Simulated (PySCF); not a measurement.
Molecule: Ga(Cl)(Me)(Vi), SMILES C=[CH][Ga]([CH3])[Cl]. Atoms near the plane z = 1.5 Å, at the CAM-B3LYP/def2-SVP optimised geometry (x, y, z in Å): Ga1 (0.3, 0.3, 0.0), Cl2 (2.5, 0.3, 0.0), C3 (-0.5, 2.0, 0.0), H4 (-1.6, 2.0, 0.0), H6 (-0.2, 2.6, 0.9), C7 (-0.5, -1.5, 0.0), C8 (-1.8, -1.6, 0.0), H9 (0.1, -2.4, 0.0), H10 (-2.3, -2.6, 0.0), H11 (-2.5, -0.8, 0.0).

Level of theory: CAM-B3LYP/def2-TZVP (PySCF). The values are rescaled to run from 0 to 1.

```
|22222222222222222221111111111|
|22222222222222222221111111111|
|22222222222222222221111111111|
|22222222222222222221111111111|
|22222222222233433221111111111|
|22222222222346653221111111111|
|22222222222369974221111111111|
|22222222222369974321110000111|
|22222222222347754321100000001|
|22222223333344444321000000001|
|22222233333344555431000000000|
|22222233333446787532100000000|
|22222333333467999742100000000|
|22222333333468999842110000000|
|22222333333468999742110000000|
|22222232222346888642100000000|
|22222222222234565431000000000|
|22222222221123344321000000000|
|22222222221112232221000000001|
|22222222221112222211100000011|
|22222222221111222211111001111|
|22222222221111222211111111111|
|22222222221111222221111111111|
|22222222222222222221111111111|
|22222222222222222221111111111|
|22222222222222222221111111111|
|22222222222222222222111111111|
|22222222222222222222111111111|
|22222222222222222222111111111|
```
Scale: ten equal steps from 0.000 (start of '0') to 1.00 (end of '9'), in the order '0123456789'; x runs from -5.00 to 5.00, y from -5.00 (bottom) to 5.00 (top).

Problem. Which quantity is mapped?
A) Laplacian of the electron density
B) electrostatic potential
C) deformation density (molecule minus spherical neutral atoms)
D) log10 of the electron density

Solution. B, electrostatic potential. In full: electrostatic potential (hartree/e), clipped to [-0.08, 0.12].
